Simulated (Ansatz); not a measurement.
Reaction (cleavage of the Al–Si bond): `OC1=NC[SiH]1[AlH2]` + `C=N` → `C=[N][AlH2]` + `OC1=NC[SiH2]1`

Gas-phase electronic energies from Ansatz, PBE0-D4/def2-TZVP geometries. CCSD(T)/CBS is the MP2 limit (def2-TZVPP, def2-QZVPP) plus CCSD(T) − MP2 in def2-TZVPP, frozen cores. This one scheme is used for every species. DFT in def2-TZVPP. B3LYP here is the variant with VWN-RPA as its local correlation; programs differ in this. Each species was taken in one conformer, which may not be the lowest.

`OC1=NC[SiH]1[AlH2]`:

Z-matrix (Å, degrees):
```
C
Si 1 1.910
N 1 1.485 2 89.5
H 1 1.092 2 116.6 3 -113.8
H 1 1.092 2 118.2 3 114.3
Al 2 2.462 1 122.1 3 -109.4
C 2 1.885 1 69.9 3 1.6
H 2 1.496 1 115.8 3 109.3
H 6 1.587 2 120.1 1 139.0
H 6 1.588 2 120.2 1 -40.0
O 7 1.330 2 138.5 1 -179.4
H 11 0.970 7 107.3 2 178.0
```

`C=N`:

Z-matrix (Å, degrees):
```
C
N 1 1.261
H 1 1.096 2 124.9
H 1 1.092 2 118.8 3 -180.0
H 2 1.021 1 111.0 3 -0.0
```

`C=[N][AlH2]`:

Cartesian coordinates in Å:
```
C 1.002 -1.041 -0.390
N 0.171 -0.176 -0.066
Al -1.000 1.040 0.389
H 2.085 -0.848 -0.397
H 0.709 -2.059 -0.691
H -1.399 1.122 1.915
H -1.568 1.962 -0.761
```

`OC1=NC[SiH2]1`:

```xyz
10

O    -0.216   -1.993   -1.153
C    -0.154   -0.835   -0.504
N    -1.140   -0.027   -0.376
C    -0.570    1.099    0.417
Si    1.090    0.191    0.450
H    -1.120   -2.086   -1.491
H    -0.623    2.040   -0.134
H    -1.099    1.224    1.364
H     1.592   -0.363    1.736
H     2.240    0.751   -0.310
```

CCSD(T)/CBS gives -0.76 eV.

Another level gave -0.85 eV. Which?
A. ωB97X-V/def2-TZVPP
B. B3LYP-D4/def2-TZVPP
C. HF/def2-TZVPP
D. PBE/def2-TZVPP

B. B3LYP-D4 -0.85, ωB97X-V -0.79, PBE -0.67, HF/def2-TZVPP -0.91 eV.

Largest T1 diagnostic among the species: 0.015.

In def2-TZVPP, CCSD(T) changes the Hartree–Fock value by +0.16 eV (the triples alone add +0.02 eV) and MP2 by +0.05 eV.
